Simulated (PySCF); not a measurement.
# Electron correlation in F (fluorine, neutral)

[He] 2s2 2p5, 2P determinant. Calculation: PySCF 2.14, in aug-cc-pVDZ-DK (4s3p2d, 23 functions); the spin-free X2C one-electron Hamiltonian (Gaussian nucleus). Frozen: 1s2; 7 electrons correlated.

| level | correlation energy (mhartree) |
| --- | --- |
| CCSD | -166.77 |
| (T) | -2.32 |
| CCSD(T) | -169.09 |
| CCSDT | -169.31 |

Diagnostics: T1 = 0.0098, D1 = 0.0160, largest double amplitude 0.038.

Cost of the coupled-cluster step: of the order of 0.4 core-seconds, for 7 correlated electrons.

Iterations:

```
CC2 = 0
CCSD nocc = (np.int64(4), np.int64(3)), nmo = (22, 22)
frozen orbitals [[0], [0]]
max_cycle = 100
direct = 0
conv_tol = 1e-08
conv_tol_normt = 1e-06
diis_space = 8
diis_start_cycle = 0
Init t2, MP2 energy = -0.154727027782527
Init E_corr(UCCSD) = -0.1547270277833
cycle = 1  E_corr(UCCSD) = -0.163366418482832  dE = -0.0086393907  norm(t1,t2) = 0.0350395
cycle = 2  E_corr(UCCSD) = -0.16584989628305  dE = -0.0024834778  norm(t1,t2) = 0.00920197
cycle = 3  E_corr(UCCSD) = -0.16644581297871  dE = -0.000595916696  norm(t1,t2) = 0.00500799
cycle = 4  E_corr(UCCSD) = -0.166792073823864  dE = -0.000346260845  norm(t1,t2) = 0.00203929
cycle = 5  E_corr(UCCSD) = -0.166747768224796  dE = 4.43055991e-05  norm(t1,t2) = 0.000811608
cycle = 6  E_corr(UCCSD) = -0.166763549784025  dE = -1.57815592e-05  norm(t1,t2) = 0.000169183
cycle = 7  E_corr(UCCSD) = -0.166766342865381  dE = -2.79308136e-06  norm(t1,t2) = 4.19296e-05
cycle = 8  E_corr(UCCSD) = -0.166765793777359  dE = 5.49088023e-07  norm(t1,t2) = 1.09043e-05
cycle = 9  E_corr(UCCSD) = -0.166765721809985  dE = 7.19673734e-08  norm(t1,t2) = 3.12423e-06
cycle = 10  E_corr(UCCSD) = -0.1667657195248  dE = 2.28518496e-09  norm(t1,t2) = 8.61582e-07
UCCSD converged
E(UCCSD) = -99.63438692456926  E_corr = -0.1667657195248001
UCCSD(T) correction = -0.00232369614088021
```
